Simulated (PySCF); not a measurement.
Computed IR spectrum (relative IR intensity) of a molecule C3H8OSi. Coordinates come from a PBE-D3(BJ)/def2-SVP optimisation. The values are those of a single conformer. Computed with PBE-D3(BJ)/def2-SVP (PySCF). Frequencies are harmonic and unscaled.

Lines under 2 % of the strongest are left out, and lines within 2 cm⁻¹ are merged.

```
ν (cm⁻¹)  relative intensity
--------  ------------------
495                      2.9
646                      4.4
680                      9.0
709                      2.7
725                      7.9
750                       16
791                       15
851                       15
894                      100
933                       26
949                      5.0
964                       26
1205                      63
1221                     9.5
1308                      18
1364                     6.5
1652                      58
2156                      69
3086                     7.6
3195                     2.0
```

Q: Which molecule gave these data?
A. C=C(C)[SiH2]O
B. C/C=C/O[SiH3]
C. C=CO[SiH2]C
D. C/C=C/[SiH2]O

A: C, C=CO[SiH2]C
